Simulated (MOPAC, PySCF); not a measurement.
[Zn(OH)2], neutral singlet in the gas phase. 

Cartesian coordinates (Å):
```xyz
5

Zn    -0.0046    -0.0647    -0.0860
O      1.7510    -0.1616     0.0119
H      2.1970    -0.0328    -0.8347
O     -1.7521     0.1456    -0.0332
H     -2.2472    -0.6796    -0.1118
```
Charge 0, multiplicity 1.

All levels are single points at this geometry (r2SCAN-D4/def2-SVP); Pople sets use spherical d functions. Orbital energies aren't observables, and empty levels follow the basis.

| level | HOMO (eV) | LUMO (eV) | gap (eV) | dipole (D) | vertical IE, Delta-SCF (eV) |
|---|---|---|---|---|---|
| B3LYP-D3(BJ)/def2-TZVP in PySCF | -8.16 | -1.41 | 6.75 | 1.94 | – |
| PBE-D3(BJ)/def2-TZVP in PySCF | -6.76 | -1.93 | 4.82 | 1.82 | – |
| TPSSh-D3(BJ)/def2-TZVP in PySCF | -7.47 | -1.39 | 6.07 | 1.88 | – |
| B3LYP/3-21G in PySCF | -7.07 | -1.00 | 6.07 | 2.18 | – |
| B3LYP/6-31G* (LANL2DZ on Zn) in PySCF | -7.52 | -1.14 | 6.38 | 2.04 | 10.22 |
| B3LYP/LANL2DZ in PySCF | -7.80 | -1.48 | 6.32 | 2.51 | – |
| BP86/6-31G* (LANL2DZ on Zn) in PySCF | -6.23 | -1.75 | 4.48 | 1.93 | – |
| M06-2X/6-31G* (LANL2DZ on Zn) in PySCF | -9.51 | 0.00 | 9.50 | 2.17 | – |
| PBE/6-31G* (LANL2DZ on Zn) in PySCF | -6.12 | -1.68 | 4.43 | 1.93 | – |
| SVWN5/6-31G* (LANL2DZ on Zn) in PySCF | -6.32 | -1.92 | 4.40 | 2.00 | – |
| HF/6-31G* (LANL2DZ on Zn) in PySCF | -12.24 | 1.92 | 14.16 | 2.38 | – |
| HF/STO-3G in PySCF | -4.74 | 6.81 | 11.56 | 1.17 | – |
| AM1 in MOPAC | -11.90 | 0.52 | 12.42 | 2.03 | – |
